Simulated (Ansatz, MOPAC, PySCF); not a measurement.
C6H8O3Sn, SMILES `c1cc[c]([Sn]([OH])([OH])[OH])cc1`, neutral singlet in the gas phase. In the def2 sets core potentials replace the inner electrons of Sn.

Z-matrix (Å, degrees):
```
C
C 1 1.3994
H 2 1.0934 1 120.69
C 2 1.3940 3 119.42 1 179.97
H 4 1.0928 2 119.85 3 -0.12
C 4 1.3949 5 120.11 2 -179.99
H 6 1.0928 4 119.88 5 -0.01
C 6 1.3943 7 119.95 4 -179.97
H 8 1.0928 6 120.11 7 0.06
C 8 1.3945 9 119.81 6 -179.99
H 10 1.0934 8 120.31 9 0.11
Sn 1 2.1136 2 121.97 3 -0.41
O 12 1.9733 1 116.80 2 69.44
H 13 0.9656 12 109.67 1 -132.99
O 12 1.9798 13 108.76 14 109.81
H 15 0.9643 12 111.67 13 -27.74
O 12 1.9827 13 100.12 14 -6.20
H 17 0.9644 12 112.33 13 169.64
```
Charge 0, multiplicity 1.

All levels are single points at this geometry (PBE0-D3(BJ)/def2-SVP); Pople sets use spherical d functions. Orbital energies aren't observables, and empty levels follow the basis.

B3LYP-D3(BJ)/def2-TZVP in Ansatz (a first-principles code) gives dipole (D) = 2.05.

Estimate the dipole (D) from each of these levels: CAM-B3LYP-D3(BJ)/def2-TZVP in Ansatz; B3LYP/6-31G* (LANL2DZ on Sn) in PySCF; HF/6-31G* (LANL2DZ on Sn) in PySCF; PM3 in MOPAC; PM6 in MOPAC.


| level | dipole (D) |
|---|---|
| CAM-B3LYP-D3(BJ)/def2-TZVP in Ansatz | 2.05 |
| B3LYP/6-31G* (LANL2DZ on Sn) in PySCF | 1.95 |
| HF/6-31G* (LANL2DZ on Sn) in PySCF | 2.29 |
| PM3 in MOPAC | 1.46 |
| PM6 in MOPAC | 1.93 |
